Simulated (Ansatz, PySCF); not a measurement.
Noncovalent pair: H2O (SMILES O) (first 3 atoms) with GeH4 (SMILES [GeH4]); geometry from B3LYP-D3(BJ)/def2-TZVP, rigid monomers moved along the line of their centres of mass till O1···Ge4 is 3.77 Å.
(charge 0, multiplicity 1):
```xyz
8

O      0.262    -0.124     0.401
H     -0.653     0.033     0.145
H      0.702     0.727     0.305
Ge    -0.227    -0.046     4.134
H     -0.457     0.038     5.656
H     -0.657     1.292     3.511
H     -1.080    -1.185     3.564
H      1.261    -0.296     3.866
```

Monomers are frozen at their geometry in the pair; levels with a basis set take the counterpoise correction. Rows marked so take none.

Frozen-core correlation. Filled d and f shells under p-block atoms count as core. CBS: X⁻³ extrapolation of the correlation energy, Hartree–Fock from the larger set. Rows in 3-21G, 6-31G* carry no dispersion term and start afresh at each structure (6-31G* with six Cartesian d functions); the Pople sets are all-electron and without relativity.

Codes used: Ansatz (a quantum-chemistry and plane-wave program); PySCF for 3-21G rows, 6-31G* rows, the dispersion terms. Each number belongs to the level named beside it.

```
level                                  interaction energy (meV)
-------------------------------------  ------------------------
HF/3-21G (no counterpoise)                               -180.3
HF/6-31G*                                                 -14.7
HF/aug-cc-pVTZ                                            -17.5
PBE-D3(BJ)/def2-TZVPPD                                    -51.6
wB97M-V/def2-TZVPPD                                       -47.2
SCS-MP2/aug-cc-pVTZ                                       -37.1
CCSD/aug-cc-pVTZ                                          -41.0
CCSD(T)/aug-cc-pVDZ                                         [?]
CCSD(T)/CBS(aug-cc-pVDZ, aug-cc-pVTZ)                     -47.3
```

**Question.** Fill in the missing entries.

**Answer.** 
- CCSD(T)/aug-cc-pVDZ, interaction energy (meV): -42.9
